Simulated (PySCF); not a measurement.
Si(H)(Me)2(PH2) (C2H9PSi), SMILES C[SiH](C)P. The structure is a stationary point at PBE0-D3(BJ)/def2-SVP. The values are those of a single conformer.

Computed equilibrium geometry at PBE0-D3(BJ)/def2-SVP (PySCF confirms it by a frequency run) as Cartesian coordinates in Å (one conformer of several):
```xyz
13

Si    -0.3870     0.3856     0.2595
C      0.0079     1.7975    -0.9191
C     -1.8963    -0.5743    -0.3208
P      1.3260    -1.0910     0.4847
H     -0.6361     0.9359     1.6309
H      0.2173     1.4132    -1.9297
H      0.8891     2.3631    -0.5799
H     -0.8412     2.4966    -0.9877
H     -2.1371    -1.3906     0.3770
H     -1.7211    -1.0152    -1.3148
H     -2.7748     0.0863    -0.3926
H      1.5460    -1.1870    -0.9259
H      2.3164    -0.0744     0.6571
```
